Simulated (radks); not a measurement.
Values are calculated unless marked as measured or tabulated.
Numerical settings for the potassium ion K+, [Ar]. Code: a radial shooting solver on a logarithmic mesh with Libxc functionals. Model: Dirac Kohn-Sham, PBE, spin-unpolarised, spherical densities, finite nucleus; Fermi nuclear charge, rms radius 3.4349 fm. The defaults (mesh step 0.008 in ln r, mesh end at 40 bohr or more with all orbitals vanishing there, Anderson mixing 0.5 over 9 steps, residual threshold near 1e-9 with the energy settled to 1e-9 hartree or 1e-11 of itself, here a cap of 76 iterations) give E = -601.9306 hartree and 3p3/2 at -24.793 eV in 14 iterations. Run on one thread of a shared host, so times are rough (Arm Neoverse V2): 0.06 s of CPU time, 0.06 s wall, 14 iterations on 2189 mesh points. Changes against that run (0 stands for a change within the tolerance of the run):

| setting | iterations | converged | E (mhartree) | e(3p3/2) (meV) | CPU (s) |
|---|---|---|---|---|---|
| mesh step in ln r 0.05 | 14 | yes | -0.00294 | -0.00295 | 0.01 |
| mesh step in ln r 0.03 | 14 | yes | 0 | 0 | 0.02 |
| mesh step in ln r 0.02 | 14 | yes | 0 | 0 | 0.03 |
| mesh end (bohr) 12 | 14 | yes | 0 | 0 | 0.05 |
| mesh end (bohr) 400 | 14 | yes | 0 | 0 | 0.06 |
| residual threshold 0.001 | 8 | yes | 0 | -0.366 | 0.04 |
| residual threshold 1e-13 | 76 | no | 0 | 0 | 0.16 |
| mixing 1 | 14 | yes | 0 | 0 | 0.05 |
| linear mixing, mixing 0.5 | 30 | yes | 0 | 0 | 0.09 |
| linear mixing, mixing 0.05 | 76 | no | +0.0131 | -206 | 0.25 |
| mixing history 20 | 17 | yes | 0 | 0 | 0.06 |
| iteration cap 3 | 3 | no | +1.5 | -1.02e+03 | 0.02 |

No run marked as converged misses the energy by more than 1 mhartree. A mesh that ends early acts as a hard wall.
